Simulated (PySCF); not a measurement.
From one molecule to another.

First species: C10H12O.
SMILES: `CCCC(=O)c1ccccc1`

Second species: C₈H₁₃F.
SMILES with atom numbers: `[F:1][C@@:2]12[CH2:3][CH2:4][CH2:5][C@@H:6]([CH2:7][CH2:8]1)[CH2:9]2` (hydrogens: H10, H11 on C3; H12, H13 on C4; H14, H15 on C5; H16 on C6; H17, H18 on C7; H19, H20 on C8; H21, H22 on C9)

Levels: PBE0/pcSseg-1 for HOMO energy, LUMO energy and HOMO–LUMO gap. Geometries: GFN2-xTB. Each species is one conformer at its optimised geometry, gas phase, non-relativistic unless stated. Electronic properties by PySCF.

Dipoles, sizes and rotational constants follow the conformer. The torsions of the flexible species, by atom-mapped SMILES:
- `[CH3:1][CH2:2][CH2:3][C:4](=[O:5])[c:6]1[cH:7][cH:8][cH:9][cH:10][cH:11]1`: C1–C2–C3–C4 180°, C2–C3–C4–O5 0°, C3–C4–C6–C7 180°

The conformers of `F[C@@]12CCC[C@@H](CC1)C2` aren't listed.

```tsv
property	column X	column Y
HOMO energy	-8.31 eV	-7.34 eV
LUMO energy	1.12 eV	-1.62 eV
HOMO–LUMO gap	9.43 eV	5.72 eV
```

Which column belongs to which species?

Column X is the second species and column Y the first. The first has 23 atoms and 80 electrons, the second 22 and 70.

How does each property change from the first species to the second?

HOMO energy -0.97 eV; LUMO energy +2.74 eV; HOMO–LUMO gap +3.71 eV.

